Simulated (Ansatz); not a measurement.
Reaction (substitution at a C–B bond): `BC(C)(C)F` + H₂S → `CC(C)(F)S` + BH₃

Calculated with Ansatz (gas phase, PBE0-D4/def2-TZVP geometries, no zero-point term in ΔE). CCSD(T)/CBS adds triple-zeta CCSD(T) − MP2 to the extrapolated MP2 energy (def2 sets, frozen cores). This one scheme is used for every species. Functionals use def2-TZVPP. Each species was taken in one conformer, which may not be the lowest.

```
             level  ΔE (kJ/mol)
           ωB97X-V         44.4
           ωB97M-V         45.8
            B2PLYP         46.0
CCSD(T)/def2-TZVPP         44.5
```

**Question.** What does CCSD(T)/CBS give? (An estimate is asked.)

**Answer.** The calculation gave: +43.4 kJ/mol. The listed levels differ from it by 1.0, 2.4, 2.6, 1.1 kJ/mol.

Largest T1 diagnostic among the species: 0.011.

The D4 term adds −4.1 kJ/mol with B3LYP and −2.1 kJ/mol with PBE0; it sums over pairs of atoms, weighted by their polarisabilities, and B3LYP, whose exchange is more repulsive, gets the larger term.

B3LYP here is the variant with VWN-RPA as its local correlation; programs differ in this.
